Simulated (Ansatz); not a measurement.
Total energies of BCl2(SMe) (CH₃BCl₂S) from Ansatz at PBE0-D4/def2-TZVP, gas phase (1 Eh = 27.2114 eV = 2625.5 kJ/mol). The reference geometry is relaxed at PBE0-D4/def2-SVP.

```
atom   x (Å)   y (Å)   z (Å)
  B1  -0.056  -0.789  -1.306
 Cl2   0.369  -2.115  -0.237
 Cl3  -0.271  -1.091  -3.019
  S4  -0.286   0.882  -0.732
  C5   0.019   0.779   1.054
  H6  -0.688   0.088   1.531
  H7  -0.133   1.791   1.451
  H8   1.047   0.455   1.258
```

```
                 state                     geometry  energy (Eh)
      charge 0 singlet                    reference  -1383.01554
      charge 1 doublet                    reference  -1382.65587
      charge 1 doublet  relaxed at PBE0-D4/def2-SVP  -1382.66609
 free B atom (doublet)                            –    -24.61828
free Cl atom (doublet)                            –   -459.99739
 free S atom (triplet)                            –   -397.97371
 free C atom (triplet)                            –    -37.80537
 free H atom (doublet)                            –     -0.50104
```

Task: Work out the vertical ionisation energy to the doublet.

Result: E(charge 1 doublet) − E(charge 0 singlet) = -1382.65587 − (-1383.01554) = 0.35967 Eh = 9.79 eV. For comparison, −ε of the highest occupied level is 7.76 eV at this level, 2.03 eV less.

Task: How much does the charge 1 doublet relax, and what is the adiabatic ionisation energy?

Result: Relaxation: -1382.65587 − (-1382.66609) = 0.01022 Eh = 0.28 eV. Adiabatic ionisation energy: 0.34945 Eh = 9.51 eV, without zero-point energy. 

Task: What is the binding energy per atom against free atoms?

Result: Atoms: 1 × (-24.61828) + 2 × (-459.99739) + 1 × (-397.97371) + 1 × (-37.80537) + 3 × (-0.50104) = -1381.89526 Eh. Binding: -1381.89526 − (-1383.01554) = 1.12028 Eh = 30.48 eV, or 3.81 eV for each of 8 atoms (no zero-point energy, no counterpoise term).
